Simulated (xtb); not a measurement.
C₃H₄BF₃, SMILES C/C(=C/F)B(F)F. All values are semi-empirical tight-binding results from xtb (GFN2-xTB unless named), good for trends rather than for accurate numbers. Geometry optimised at GFN2-xTB. The structure was generated by enumeration; whether it is a known compound was not checked. The values are those of a single conformer.

```yaml
point_group_as_xtb_finds_it: Cs
orbital_gap: 3.91 eV
dipole_moment: 3.44 D
zero_point_energy: 44.1 kcal/mol
G − E(el) at 298.15 K (modified RRHO): 23.7 kcal/mol
static polarisability (D4 model): 53.9 bohr³
solvation energy, GFN2-xTB/ALPB(water): -3.0 kcal/mol
solvation energy, GFN2-xTB/ALPB(acetonitrile): -4.6 kcal/mol
```

Computed IR lines (harmonic; lines under 4 % of the strongest left out, lines within 3 cm⁻¹ merged):
ν (cm⁻¹): 436 (w), 589 (m), 825 (w), 1129 (m), 1143 (m), 1243 (s), 1285 (vs), 1338 (vs), 1668 (s), 3051 (w) (against the strongest line: vs over 80 %, s over 45 %, m over 15 %, w over 4 %, vw less)
